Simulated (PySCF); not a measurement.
FH₂InSe₂, SMILES [F][In]([SeH])[SeH].

The structure is a stationary point at PBE-D3(BJ)/def2-SVP. The structure was generated by enumeration; whether it is a known compound was not checked. The def2 effective core potentials stand for the cores of In; spin–orbit coupling is left out. Other conformers were not sampled.

Level of theory: PBE/def2-TZVP run with PySCF.

Gas-phase values at a fixed geometry.

| Item | Result |
|---|---|
| total energy | -5093.63409 hartree |
| point group | Cs |
| highest occupied level | -6.35 eV |
| lowest empty level | -3.28 eV |
| orbital gap | 3.07 eV |
| dipole moment | 2.31 D |
| quadrupole, principal values (traceless, Buckingham form, about the centre of nuclear charge) | -6.27, 1.50, 4.76 D·Å |
| mean static polarisability | 98.2 bohr³ (14.55 Å³) |
| polarisability, principal values | 66.0, 85.1, 143.5 bohr³ |
